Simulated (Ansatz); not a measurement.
Isolated molecules relaxed with PBE0-D4/def2-TZVP in Ansatz; ΔE leaves out vibrations. CCSD(T)/CBS is the MP2 limit (def2-TZVPP, def2-QZVPP) plus CCSD(T) − MP2 in def2-TZVPP, frozen cores. DFT in def2-TZVPP. B3LYP here is the variant with VWN-RPA as its local correlation; programs differ in this. One conformer a species, not always the lowest.

Consider the cleavage of the Si–Si bond: `O[SiH]([SiH3])[O][AlH2]` + `C=C[SiH2]O` → `C=C[SiH2]O[SiH3]` + `O[SiH2][O][AlH2]`.

`O[SiH]([SiH3])[O][AlH2]`:

```xyz
12

O    -1.292    1.384    1.151
Si   -0.263    0.124    0.901
Si   -1.484   -1.437   -0.346
O     1.068    0.588    0.093
Al    2.314    0.924   -0.991
H    -1.032    2.055    1.785
H     0.193   -0.414    2.216
H    -1.896   -0.849   -1.650
H    -2.701   -1.885    0.384
H    -0.637   -2.631   -0.623
H     2.648   -0.152   -2.098
H     3.080    2.293   -0.821
```

`C=C[SiH2]O`:

```xyz
10

C     0.907    0.210    1.351
C    -0.256    0.526    0.788
Si   -0.688    0.071   -0.960
O     0.464   -0.901   -1.629
H     1.674   -0.328    0.800
H     1.150    0.476    2.375
H    -0.986    1.073    1.385
H    -2.022   -0.595   -0.964
H    -0.749    1.276   -1.824
H     0.505   -1.808   -1.322
```

`C=C[SiH2]O[SiH3]`:

Cartesian coordinates in Å:
```
C -0.767 1.989 0.090
C -1.603 0.955 0.035
Si -1.056 -0.802 0.254
O 0.562 -0.851 0.494
Si 2.027 -1.034 -0.203
H -1.102 3.013 -0.043
H 0.295 1.853 0.275
H -2.658 1.153 -0.149
H -1.408 -1.600 -0.954
H -1.722 -1.414 1.433
H 2.851 -1.939 0.636
H 1.884 -1.612 -1.565
H 2.697 0.288 -0.302
```

`O[SiH2][O][AlH2]`:

Cartesian coordinates in Å:
```
O 0.385 1.620 -1.429
Si 0.082 1.232 0.137
O -0.046 -0.366 0.365
Al -0.043 -2.045 0.474
H -0.325 1.511 -2.063
H 1.243 1.763 0.885
H -1.193 1.853 0.583
H -0.575 -2.866 -0.766
H 0.471 -2.703 1.814
```

```json
{"level": "BLYP-D4", "ΔE (eV)": "-1.11"}
{"level": "r2SCAN0-D4", "ΔE (eV)": "-1.16"}
{"level": "PBE0", "ΔE (eV)": "-1.00"}
{"level": "B3LYP", "ΔE (eV)": "-1.18"}
```

**Question.** What does CCSD(T)/CBS give? (Estimate.)

**Answer.** Computed: -1.20 eV. The listed levels differ from it by 0.09, 0.04, 0.20, 0.02 eV.

Largest T1 diagnostic among the species: 0.013.

From r2SCAN to r2SCAN0 (25 % exact exchange), in def2-TZVPP and without D4, ΔE moves by −0.05 eV. At CCSD(T), def2-SVP lies +0.05 eV from the extrapolated value and def2-TZVPP +0.00 eV.
